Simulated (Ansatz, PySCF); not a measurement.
SnO2, SMILES [O]=[Sn]=[O]. Atoms are numbered in the order given.

```xyz
3

Sn     0.0000     0.0000     0.0000
O      0.0000     0.0000    -1.8079
O      0.0000     0.0000     1.8079
```
Charge 0, spin multiplicity 1.

Geometry: r2SCAN-D4/def2-TZVP. The def2 effective core potentials stand for the cores of Sn; spin–orbit coupling is left out.

Two levels are set side by side: PBE-D3(BJ)/def2-TZVP (Ansatz, an electronic-structure program) and r2SCAN-D4/def2-TZVP (Ansatz). Each level has its own optimised geometry; the coordinates shown are those of the second. Frequencies come from the Hessian of PySCF at each geometry. Differences are taken from unrounded values.

```json
[
 {"quantity": "mean bond length (Å)", "r2SCAN-D4": "1.808"},
 {"quantity": "bond Sn1–O2 (Å)", "r2SCAN-D4": "1.808"},
 {"quantity": "bond Sn1–O3 (Å)", "r2SCAN-D4": "1.808"},
 {"quantity": "highest harmonic wavenumber (cm⁻¹)", "r2SCAN-D4": "904"},
 {"quantity": "mean harmonic wavenumber (cm⁻¹)", "r2SCAN-D4": "500"},
 {"quantity": "zero-point energy (kcal/mol)", "r2SCAN-D4": "2.86"}
]
```

Q: What does PBE-D3(BJ) give, and how far is it from r2SCAN-D4? (An estimate is asked for; the answer gives what the named calculation found.)

A: 
```json
[
 {"quantity": "mean bond length (Å)", "PBE-D3(BJ)": "1.825", "PBE-D3(BJ) minus r2SCAN-D4": "0.017"},
 {"quantity": "bond Sn1–O2 (Å)", "PBE-D3(BJ)": "1.825", "PBE-D3(BJ) minus r2SCAN-D4": "0.017"},
 {"quantity": "bond Sn1–O3 (Å)", "PBE-D3(BJ)": "1.825", "PBE-D3(BJ) minus r2SCAN-D4": "0.017"},
 {"quantity": "highest harmonic wavenumber (cm⁻¹)", "PBE-D3(BJ)": "867", "PBE-D3(BJ) minus r2SCAN-D4": "-37"},
 {"quantity": "mean harmonic wavenumber (cm⁻¹)", "PBE-D3(BJ)": "481", "PBE-D3(BJ) minus r2SCAN-D4": "-20"},
 {"quantity": "zero-point energy (kcal/mol)", "PBE-D3(BJ)": "2.75", "PBE-D3(BJ) minus r2SCAN-D4": "-0.11"}
]
```
